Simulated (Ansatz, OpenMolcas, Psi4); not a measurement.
SiClOF2 (SMILES [O][Si](F)(F)Cl): the vertical energy of the quartet above the doublet, rung by rung

SiClOF2: 5 atoms, total charge 0, spin state doublet. SMILES: `[O][Si](F)(F)Cl`. Geometry: relaxed at PBE0-D4/def2-TZVP.

```
atom    x (Å)    y (Å)    z (Å)
   O  -0.1731   0.0487   1.6224
  Si   0.0710  -0.0922   0.0056
   F  -0.3746  -1.4933  -0.5427
   F   1.5817   0.0744  -0.3839
  Cl  -1.0551   1.3887  -0.7428
```

Each level gives the vertical energy of the quartet above the doublet (eV). The values are calculated.

| level | kind | program | value (eV) | CPU time (all runs) |
| --- | --- | --- | --- | --- |
| UHF/def2-SVP | Hartree–Fock | Psi4 | 9.39 | 13 s |
| USVWN5/def2-SVP | LDA | OpenMolcas | 7.98 | 67 s |
| U-revPBE/def2-SVP | GGA | Ansatz | 8.12 | 19 s |
| UM06-L/def2-SVP | meta-GGA | OpenMolcas | 8.73 | 1.8 min |
| U-r2SCAN0/def2-SVP | hybrid meta-GGA | Ansatz | 9.08 | 55 s |
| UB3LYP/def2-SVP | global hybrid | OpenMolcas | 8.63 | 82 s |
| UHSE06/def2-SVP | range-separated hybrid | Ansatz | 8.75 | 23 s |
| RPA@PBE0/def2-SVP | RPA | Ansatz | 8.99 | 36 s |
| UBCCD(T)/def2-SVP | coupled cluster or CI | Ansatz | 9.39 | 3.2 min |

The values span 7.98 to 9.39 eV. The second state's dipole differs much between rows, so they may not all be the same state. CPU times are rough (shared hosts, several kinds of processor and program).
